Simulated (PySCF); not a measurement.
Gas-phase reaction: GeF₂ + Ge₂H₆ + 2 F₂ → 3 GeH₂F₂

Energies from PySCF, thermal terms from the rigid-rotor harmonic-oscillator model, ideal gas at 1 bar. † marks an energy on the PBE0/def2-TZVP geometry and frequencies; other levels use their own. MP2 freezes the core. 6-31G* has spherical d functions here. All species are closed-shell singlets. B3LYP is the form with VWN-RPA correlation. Ge: all electrons, no relativistic terms. GeH₂F₂: computed as isolated molecules; such fragments, hydroxides, amides, oligomers or adducts are transient or little studied in the gas. MP2 isn't extrapolated to the basis-set limit; its ΔH°(298 K) is -1370.6 kJ in def2-SVP and -1395.7 kJ in def2-TZVPP. The harmonic model lacks anharmonicity and excited electronic states, which grow with temperature; levels with a mode under 35 cm⁻¹ are left out. Internal rotation in Ge₂H₆ is treated as a harmonic vibration of one conformer, which makes the entropy rough.

```csv
level,"ΔE electronic, kJ","ΔH°(298 K), kJ","ΔS°(298 K), J/K","ΔG°(2500 K), kJ"
B3LYP/def2-TZVP†,-1280,-1270,-143,-917
HF/6-31G*,-1391,-1379,-145,-1017
M06-2X/def2-TZVP†,-1425,-1414,-143,-1061
MP2/def2-TZVPP†,-1406,-1396,-143,-1043
PBE0/def2-QZVP†,-1306,-1295,-143,-942
```
ΔH° is lowest at M06-2X/def2-TZVP† and highest at B3LYP/def2-TZVP†. No reference value is set beside these.
